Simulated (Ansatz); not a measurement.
Mulliken charges of CH5BSe2, SMILES `CB([SeH])[SeH]` from PBE/def2-TZVPP in Ansatz (PBE0-D4/def2-TZVP geometry).

```
atom   x (Å)   y (Å)   z (Å)  charge (e)
  C1   0.053   0.572  -0.748      -0.315
  B2  -0.039  -0.396   0.476      -0.021
 Se3   0.909  -2.088   0.551      -0.028
 Se4  -1.059   0.029   2.071      -0.029
  H5  -0.847   1.178  -0.876       0.097
  H6   0.884   1.267  -0.578       0.123
  H7   0.259   0.052  -1.687       0.095
  H8   1.491  -1.973  -0.793       0.040
  H9  -1.563   1.313   1.567       0.040
```

Question: By hand: the dipole of these point charges (1 e Å = 4.8032 D).

Answer: Σ q r = (0.038, 0.134, -0.135) e Å, of length 0.194 e Å = 0.93 D.

Question: How does the dipole of the full density compare? (Best estimate.)

Answer: The calculation gave: (0.026, 0.220, -0.273) e Å, 1.69 D; the point charges give 0.55 times that, at 9° from its direction.

Point charges leave out the atoms' own dipoles, such as those of lone pairs, and Mulliken's split depends on the basis, so the two needn't agree.
